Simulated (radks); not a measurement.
Coulomb parameter of the 4f shell of the holmium ion Ho+ in the model configuration [Xe] 4f10 5d1 6s1, as a second difference U = [E(n + 0.5) + E(n - 0.5) - 2 E(n)] / (0.5)^2 with all orbitals relaxed. "Bare": the charge of the atom changes with n. "Screened": the 5d shell takes up the change at fixed total charge, which measures U(4f,4f) + U(5d,5d) - 2 U(4f,5d). Method: scalar-relativistic Kohn-Sham, r2SCAN, spin-unpolarised, spherical densities, finite nucleus; meta-GGA in the generalised Kohn-Sham scheme; Fermi nuclear charge, rms radius 5.2022 fm; computed with a radial shooting solver on a logarithmic mesh with Libxc functionals.

\begin{tabular}{lrr}
case & configuration & E - E(n) (eV) \\ \hline
start & [Xe] 4f10 5d1 6s1 & 0.000 \\
bare +0.5 & [Xe] 4f10.5 5d1 6s1 & -6.041 \\
bare -0.5 & [Xe] 4f9.5 5d1 6s1 & 10.026 \\
screened +0.5 & [Xe] 4f10.5 5d0.5 6s1 & -3.295 \\
screened -0.5 & [Xe] 4f9.5 5d1.5 6s1 & 4.609 \\
\end{tabular}

U(bare) = 15.939 eV, U(screened by 5d) = 5.257 eV, against the Slater integral F0(4f,4f) = 32.134 eV with frozen orbitals.
